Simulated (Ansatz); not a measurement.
Calculated with Ansatz (gas phase, PBE0-D4/def2-TZVP geometries, no zero-point term in ΔE). CBS: MP2 limit from def2 TZ/QZ plus the TZ coupled-cluster correction, frozen cores. This one scheme is used for every species. DFT in def2-TZVPP. B3LYP here is the variant with VWN-RPA as its local correlation; programs differ in this. HSE06 is defined as in plane-wave codes. Each species was taken in one conformer, which may not be the lowest.

Reaction (hydrogenolysis of the Al–C bond): `C#[C][AlH][NH2]` + H₂ → `[NH2][AlH2]` + `C#C`

| level | ΔE (kcal/mol) | difference from CCSD(T)/CBS |
| --- | --- | --- |
| LDA (SPW92) | 9.8 | -1.7 |
| PBE-D4 | 11.3 | -0.2 |
| revPBE-D4 | 12.0 | 0.5 |
| BLYP-D4 | 11.7 | 0.2 |
| r2SCAN-D4 | 12.6 | 1.1 |
| B97M-V | 9.5 | -2.0 |
| PBE0-D4 | 10.7 | -0.8 |
| B3LYP-D4 | 11.0 | -0.5 |
| r2SCANh-D4 | 12.2 | 0.7 |
| r2SCAN0-D4 | 11.6 | 0.1 |
| HSE06-D4 | 10.7 | -0.8 |
| BHLYP-D4 | 10.4 | -1.1 |
| CAM-B3LYP-D4 | 9.9 | -1.6 |
| ωB97X-V | 10.2 | -1.3 |
| ωB97M-V | 10.7 | -0.8 |
| B2PLYP | 10.8 | -0.7 |
| PBE-QIDH | 11.0 | -0.5 |
| PBE | 10.4 | -1.1 |
| revPBE | 10.4 | -1.1 |
| BLYP | 10.0 | -1.5 |
| r2SCAN | 12.3 | 0.8 |
| PBE0 | 9.9 | -1.6 |
| B3LYP | 9.6 | -1.9 |
| r2SCANh | 11.9 | 0.4 |
| r2SCAN0 | 11.3 | -0.2 |
| HSE06 | 10.0 | -1.5 |
| BHLYP | 9.1 | -2.4 |
| CAM-B3LYP | 9.0 | -2.5 |
| LC-ωPBE | 9.0 | -2.5 |
| RPA@PBE/def2-TZVPP | 11.0 | -0.5 |
| HF/def2-SVP | 6.5 | -5.0 |
| CCSD/def2-SVP | 8.1 | -3.4 |
| CCSD(T)/def2-SVP | 8.9 | -2.6 |
| HF/def2-TZVPP | 7.7 | -3.8 |
| CCSD(T)/def2-TZVPP | 11.3 | -0.2 |
| MP2/def2-QZVPP | 13.0 | 1.5 |
| SCS-MP2/def2-QZVPP | 11.8 | 0.3 |
| HF/CBS(def2) | 7.6 | -3.9 |
| MP2/CBS(def2) | 13.1 | 1.6 |
| CCSD/CBS(def2) | 10.5 | -1.0 |
| CCSD(T)/CBS | 11.5 | 0 |

Largest T1 diagnostic among the species: 0.013.

At CCSD(T), def2-SVP lies −2.6 kcal/mol from the extrapolated value and def2-TZVPP −0.2 kcal/mol. From r2SCAN to r2SCAN0 (25 % exact exchange), in def2-TZVPP and without D4, ΔE moves by −1.0 kcal/mol. Leaving LDA and LC-ωPBE aside and taking each functional with its dispersion term where it has one, the values spread over 3.0 kcal/mol, from B97M-V to r2SCAN-D4.
